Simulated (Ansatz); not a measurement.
Ideal-gas functions of ClH3HfSe3 (`[Cl][Hf]([SeH])([SeH])[SeH]`) at 298.15 K and 1 bar, from an Ansatz frequency run at PBE0-D4/def2-TZVP.

Molar mass 453.85 g/mol, point group C1 (symmetry number 1), electronic degeneracy 1, moments of inertia 1008.575, 1066.368, 1365.642 u Å². Harmonic wavenumbers (cm⁻¹, unscaled): 54, 58, 66, 69, 77, 133, 142, 220, 228, 236, 246, 374, 388, 399, 437, 2399, 2415, 2417.

Use S(trans) = R[1.5 ln M + 2.5 ln T − 1.1517]; rotational temperatures θ = 24.2544 K / I; S(rot) = R[ln(√π/σ · √(T³/θAθBθC)) + 1.5]; for each mode x = 1.438777 ν̃/T, S = R[x/(eˣ − 1) − ln(1 − e⁻ˣ)] and H = RT x/(eˣ − 1); 1 cm⁻¹ = 0.0119627 kJ/mol; R = 8.31446 J/(mol·K).

Question: By hand: the entropy, in J/(mol·K).

Answer: Translation 185.2. Rotation: θ = 0.024, 0.0227, 0.0178 K, giving 136.3. Vibration, mode by mode: 19.52, 18.93, 17.86, 17.50, 16.59, 12.14, 11.62, 8.20, 7.93, 7.67, 7.36, 4.45, 4.22, 4.04, 3.50, 0.00, 0.00, 0.00, in all 161.5. Electronic 0.0. Sum 483.0 J/(mol·K).

Question: By hand: H − E and G − E in kJ/mol, counted from the electronic energy.

Answer: Zero-point energy ½ × 10358 × 0.0119627 = 62.0; thermal vibration 22.7; translation, rotation and pV give 4 RT = 9.9. H − E = 94.6 kJ/mol, and G − E = 94.6 − 298.15 × 483.0/1000 = -49.4 kJ/mol.

Vibration gives 33 % of the entropy, 114.2 J/(mol·K) of it from the modes under 150 cm⁻¹: soft modes count most, and the harmonic formula is weakest for them. The sum counts one conformer and one mirror image; others add a mixing term.
